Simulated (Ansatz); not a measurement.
Rb₈⁻, relaxed as a doublet with UKS PBE/def2-SVPD in Ansatz, starting from the GFN2-xTB geometry. Force threshold 0.02 eV/Å.

In the def2 sets Rb takes a core potential; there is no spin–orbit coupling. The highest occupied level of the charge -1 doublet lies above zero (up to 0.05 eV). It is a level of α spin, whose loss leaves a singlet; that state wasn't run at this geometry and level. The electron is either unbound and held by the finite basis, or the level is raised by self-interaction error. The relaxation made no stability test and no search for a lower SCF solution. The structure comes from a short search, and lower isomers may exist.

Start:

Cartesian coordinates in Å:
```
Rb 0.0852 2.5489 4.1219
Rb 0.9556 -3.4999 -2.2435
Rb -4.6361 -2.0609 -1.3046
Rb 2.1922 1.7971 -4.2292
Rb -2.3768 3.2844 -0.9337
Rb 3.8733 2.3819 -0.6709
Rb -3.0698 -2.1797 2.3454
Rb 2.9764 -2.2718 2.9146
```

```
step  energy (eV)  largest force component (eV/Å)  SCF passes
   1   -5246.1048                           0.270          32
   2   -5246.1473                           0.254          31
   3   -5246.3790                           0.165          37
   4   -5246.5668                           0.124          47
   5   -5246.7162                           0.111          49
   6   -5246.8366                           0.098          49
   7   -5246.9187                           0.072          47
   8   -5246.9630                           0.026          39
   9   -5246.9766                           0.022          39
  10   -5246.9811                           0.023          41
  11   -5246.9875                           0.016          39
  12   -5246.9922                           0.012          42
  13   -5246.9983                           0.016          42
  14   -5247.0079                           0.022          43
  15   -5247.0214                           0.030          42
  16   -5247.0365                           0.021          40
  17   -5247.0440                           0.035          38
  18   -5247.0495                           0.020          29
  19   -5247.0530                           0.012          40
```

Force components are those of the run's own axes.

End:

```
atom   x (Å)   y (Å)   z (Å)
 Rb1   0.560   2.201   3.991
 Rb2   1.109  -2.742  -1.305
 Rb3  -3.493  -1.336  -2.686
 Rb4   0.209   0.990  -4.436
 Rb5  -1.801   2.677  -0.222
 Rb6   2.779   1.584  -0.419
 Rb7  -2.101  -1.513   1.918
 Rb8   2.739  -1.861   3.159
```

Bonds formed: Rb1–Rb5, Rb1–Rb6, Rb1–Rb7, Rb1–Rb8, Rb2–Rb3, Rb2–Rb4, Rb2–Rb6, Rb2–Rb7 (atoms count from 1). The end is the same structure that another start reached, the lowest one found.

The force fell under the threshold at step 11, but the optimiser went on and released 0.065 eV more. No frequencies were taken in this run, so the end may be a saddle point.

Hardware: 4 threads of Arm Neoverse V1 on a shared host. Wall time 4.6 min, peak host memory 0.55 GiB.
